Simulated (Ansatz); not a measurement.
C4H5N, triplet (typed; the unrestricted solution is spin-contaminated), at a GFN2-xTB geometry (a higher spin typed on purpose: for a closed-shell molecule this is an excited state). Base run: HF/6-31G* (Ansatz, an electronic-structure program).

Ansatz was given this input:
Ansatz 0.2 input:
```yaml
crystal:
  periodic: [false, false, false]
  atoms:
    - {symbol: C, position_ang: [-0.09069040, -1.14311339, 0.47325266]}
    - {symbol: C, position_ang: [-1.15216424, -0.34005161, 0.23457278]}
    - {symbol: C, position_ang: [-0.67499638, 0.88543262, -0.32672686]}
    - {symbol: N, position_ang: [0.71043910, 0.77413531, -0.61033352]}
    - {symbol: C, position_ang: [1.12254364, -0.38214900, 0.11911854]}
    - {symbol: H, position_ang: [-0.07267688, -2.13288630, 0.88218847]}
    - {symbol: H, position_ang: [-2.19048226, -0.55092279, 0.40676778]}
    - {symbol: H, position_ang: [-1.16843698, 1.83898066, -0.33881735]}
    - {symbol: H, position_ang: [1.26577454, 1.61382546, -0.47662462]}
    - {symbol: H, position_ang: [1.96459216, -0.30865605, 0.79751756]}
basis:
  gaussian:
    orbitals: 6-31G*
hamiltonian:
  xc: hf
magnetization: {spin_polarized: true, initial_magnetization: 2}
```

Variants of this job, named by their change:

| change | ΔE vs base (mEh) |
|---|---|
| base | 0.000 |
| fitting.mean_field = cc-pVTZ-JKFIT | 0.053 |
| fitting.mean_field = def2-universal-JKFIT | 0.095 |
| point_charge = charge:1.0 position_ang:-0.3947, 1.0762, -5.0563 | -10.788 |
| lower_state_search = full | 0.000 |
| accuracy = high | -0.002 |
| lower_state_search = off | 0.000 |
| nuclear_model = gaussian | 0.020 |
| point_charge = charge:-1.0 position_ang:-1.5945, -3.287, 3.9328 | -4.052 |
| lower_state_search = light | 0.000 |
| forces = on | 0.000 |
